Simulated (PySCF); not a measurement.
# Reading the logs of faulty runs: BC2GeH7

Calculated results; nothing here was measured. The program is PySCF 2.14.0, an open-source quantum chemistry code, run on an isolated molecule that a program drew, which may never have been made. The molecule is BC2GeH7 (charge 0, singlet), drawn as the SMILES string `C[BH][Ge][CH3]`.

Each row is a Hartree-Fock (HF) and frozen-core CCSD(T) single point in the cc-pVDZ basis, meant for a local HF minimum. Run 1 is clean. Each other run has one planted mistake out of seven kinds, and not every kind appears here: one electron removed, one electron added, multiplicity raised by two, geometry at a saddle point, minimal basis STO-3G, one bond length entered in bohr, all coordinates scaled. The reference is restricted for singlets and unrestricted otherwise, and also for a bond in bohr. Adding or removing an electron swaps singlet and doublet. Electrons count all cores. HOMO and LUMO are orbital energies over both spins, the gradient is its largest component, and the lowest frequency (negative if imaginary) is given only where the gradient is small. Bond lengths are over the 10 bonds as drawn. T1 is the CCSD diagnostic: over 0.02 (restricted) or 0.045 (unrestricted) a single reference is doubtful. Germanium has the cc-pVDZ-PP basis, with a core potential (ECP10MDF) in place of its 10 inner electrons, and its 3s, 3p and 3d shells are frozen in CCSD(T).

Geometry of the clean run:
```xyz
11
BC2GeH7, angstrom
C    -1.6355    3.4281   -1.3085
B    -0.0636    3.3555   -1.4807
Ge    1.2727    2.3685   -0.1856
C     1.3181    0.6184   -1.1924
H    -1.9002    4.4682   -1.0725
H    -2.1362    3.2034   -2.2570
H    -2.0612    2.7914   -0.5296
H     0.4092    3.9815   -2.4024
H     2.0019   -0.0889   -0.7216
H     1.6287    0.7727   -2.2310
H     0.3162    0.1751   -1.2150
```

```
run  electrons  basis functions  <S^2>  HOMO (eV)  LUMO (eV)  gradient (hartree/bohr)  lowest frequency (cm^-1)  mean bond (Å)  longest bond (Å)      T1  HF (hartree)  CCSD(T) (hartree)                 mistake
  1         56              100  0.000      -7.85       0.97                  2.2e-05                        51         1.3488             2.106  0.0136    -397.82971         -398.35615                no fault
  2         56              100  0.000      -7.64       1.25                  5.8e-02                         -         1.2611             1.969  0.0137    -397.78717         -398.30467  all coordinates scaled
  3         57              100  0.767      -0.55       7.17                  1.7e-02                         -         1.3488             2.106  0.0190    -397.82108         -398.36019      one electron added
  4         56              100  1.052      -8.37       0.91                  2.0e-02                         -         1.4462             2.106  0.0607    -397.71267         -398.22897                       ?
  5         56              100  2.022      -7.06       0.56                  2.6e-02                         -         1.3488             2.106  0.0154    -397.80472         -398.31293                       ?
```

**Which mistake was planted in run 4, and what did it cost?**

The mean bond changes by a factor of 1.072 and the longest by 1.000, so the molecule wasn't scaled as a whole. A length L in bohr read as angstrom grows by (1/0.5292 - 1) L = 0.890 L. The 10 bonds together grew by 10 x 0.0974 = 0.974 Å, which gives L = 1.095 Å. That is the length of one of the C-H bonds, 1.095 Å in the clean geometry. So the mistake is: one bond length entered in bohr. Subtracting run 1 and multiplying by 627.51 kcal/mol a hartree, the energy moved by 73.4 kcal/mol in HF and 79.8 kcal/mol in CCSD(T).

**Which mistake was planted in run 5, and what did it cost?**

Electrons, basis and geometry are unchanged, and <S^2> is 2.022, beside S(S+1) = 2.00 for a multiplicity of 3. So the mistake is: multiplicity raised by two. Subtracting run 1 and multiplying by 627.51 kcal/mol a hartree, the energy moved by 15.7 kcal/mol in HF and 27.1 kcal/mol in CCSD(T).

Cautions from the logs. Run 4: T1 is over the limit, so its CCSD(T) energy is less reliable.
